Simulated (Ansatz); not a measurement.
One geometry of AsH₃, several levels of theory.

```yaml
crystal:
  periodic: [false, false, false]
  atoms:
    - {symbol: As, position_ang: [-0.005381, 0.005339, 0.651963]}
    - {symbol: H, position_ang: [1.267301, -0.030291, -0.206682]}
    - {symbol: H, position_ang: [-0.606184, 1.108496, -0.231422]}
    - {symbol: H, position_ang: [-0.655736, -1.083554, -0.213859]}
basis:
  gaussian: {orbitals: def2-TZVP, initial_orbitals: start.molden}
hamiltonian: {xc: {name: BHLYP}, dispersion: d4}
scf: {omitted_lower_state_checks: [starts]}
output: {orbitals: {seedname: orbitals}}
```

The file start.molden holds the orbitals of an earlier run on this structure, at another level or in another basis.

```sh
$ ansatz run in.yaml --threads 2 --pin off --events-out ev --progress --plain --max-ram 4352MiB
```

Output, abridged:

```
Functional definition: BHLYP
590 factors; their error is unknown
mean field evaluation 1: about -60888.7913 eV, gradient 7.1e0 eV
mean field evaluation 2: about -60888.8293 eV, gradient 6.0e-2 eV
mean field evaluation 4: about -60889.3313 eV, gradient 2.7e-4 eV
mean field -60889.33131007 eV, -2237.6416533739 hartree, gradient 1.8e-5 eV, S^2 0.000000; 0 other end points of the search recorded, 0 dependent functions left out
reference -60889.33144524 eV, -2237.6416583414 hartree; 18, 18 occupied and 48, 48 virtual orbitals, 590 factors
Total energy: -60889.37003389 eV, -2237.6430764482 hartree
Checks for a lower state left out: starts
```

It took 0.3 s on 2 threads of Intel Xeon 6975P-C on a shared host.

As the first input, with `hamiltonian: {xc: {name: CAM-B3LYP}, dispersion: d4}` (abridged; 0.35 s):

```
Functional definition: CAM-B3LYP
mean field -60893.13764204 eV, -2237.7815334940 hartree, gradient 4.8e-5 eV, S^2 0.000000
Total energy: -60893.16462923 eV, -2237.7825252548 hartree
Checks for a lower state left out: starts
```

As the first input, with `hamiltonian: {xc: {name: B97M-V}}` (abridged; 0.8 s):

```
Functional definition: B97M-V
mean field -60878.64136142 eV, -2237.2488050069 hartree, gradient 1.8e-5 eV, S^2 0.000000
Total energy: -60878.64140076 eV, -2237.2488064527 hartree
Checks for a lower state left out: starts
```

First input, but with `hamiltonian: {xc: pbe, dispersion: d4}`, `output: {forces: true, orbitals: {seedname: orbitals}}` (abridged; 0.3 s):

```
Functional definition: PBE
mean field -60880.48981918 eV, -2237.3167345766 hartree, gradient 3.6e-6 eV, S^2 0.000000
Total energy: -60880.52308194 eV, -2237.3179569606 hartree
Atom 0 force     0.000019    -0.000001     0.000154 eV/Å
Atom 1 force     0.000325    -0.000042    -0.000039 eV/Å
Atom 2 force    -0.000201     0.000047    -0.000059 eV/Å
Atom 3 force    -0.000142    -0.000004    -0.000056 eV/Å
Dipole moment:     0.000418    -0.000419    -0.051086 e Å
Checks for a lower state left out: starts
```

First input, but with `gaussian: {orbitals: STO-3G}`, `hamiltonian: {xc: hf}` (abridged; 0.05 s):

```
Functional definition: HF
mean field -60164.51238444 eV, -2211.0050491571 hartree, gradient 2.8e-6 eV, S^2 0.000000
Total energy: -60164.51238444 eV, -2211.0050491571 hartree
Checks for a lower state left out: starts
```

As the first input, with `hamiltonian: {xc: pbe0, dispersion: d4}`, `output: {forces: true, orbitals: {seedname: orbitals}}` and without the key `scf` (abridged; 0.45 s):

```
Functional definition: PBE0
mean field evaluation 16: about -60882.3380 eV, gradient 5.6e-4 eV
mean field -60882.33802648 eV, -2237.3846549422 hartree, gradient 5.4e-6 eV, S^2 0.000000; 1 other end points of the search recorded, 0 dependent functions left out
Total energy: -60882.36514133 eV, -2237.3856513946 hartree
Atom 0 force     0.004095    -0.004042    -0.493180 eV/Å
Atom 1 force    -0.168193     0.005069     0.163003 eV/Å
Atom 2 force     0.078745    -0.145284     0.166248 eV/Å
Atom 3 force     0.085353     0.144257     0.163930 eV/Å
Dipole moment:     0.000497    -0.000498    -0.060716 e Å
```

As the first input, with `hamiltonian: {xc: {name: revPBE}, dispersion: d4}` (abridged; 0.25 s):

```
Functional definition: revPBE
mean field -60885.06925168 eV, -2237.4850256172 hartree, gradient 4.1e-5 eV, S^2 0.000000
Total energy: -60885.19055182 eV, -2237.4894833150 hartree
Checks for a lower state left out: starts
```

Geometry: PBE-D4/def2-TZVP.
